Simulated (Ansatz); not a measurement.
Wavefunction ladder for `CC(S)[SiH2]F`

Z-matrix (Å, degrees):
```
C
C 1 1.517
H 1 1.094 2 110.4
H 1 1.092 2 111.2 3 120.6
H 1 1.093 2 111.1 3 -119.4
S 2 1.824 1 114.0 3 -176.8
Si 2 1.868 1 116.8 3 63.4
H 2 1.095 1 110.4 3 -61.3
H 6 1.344 2 96.7 1 -61.5
F 7 1.607 2 110.7 1 -51.7
H 7 1.480 2 110.6 1 -171.0
H 7 1.485 2 108.8 1 65.8
```

The species carries charge 0 and has multiplicity 1. All single points use the PBE0-D4/def2-TZVP geometry. It is one conformer, not always the lowest. Frozen core, restricted reference, Ansatz 0.2.0. CBS rows extrapolate triple and quadruple zeta; past MP2 they add the triple-zeta difference.

```
     basis     HF (Eh)  MP2 corr.  CCSD corr.       (T)  CCSD(T) total
  def2-SVP  -865.41755   -0.70571    -0.76427         ?              ?
def2-TZVPP           ?   -0.90513    -0.95766  -0.03625              ?
def2-QZVPP  -865.91047          ?           –         –              –
 CBS(def2)  -865.91449          ?    -1.08307     as TZ              ?
```

Problem. Fill in the withheld values. (An estimate is asked.)

Solution. The calculation gave: def2-SVP (T): -0.01962; def2-SVP CCSD(T) total: -866.20144; def2-TZVPP HF (Eh): -865.88129; def2-TZVPP CCSD(T) total: -866.87520; def2-QZVPP MP2 corr.: -0.97717; CBS(def2) MP2 corr.: -1.03053; CBS(def2) CCSD(T) total: -867.03381.
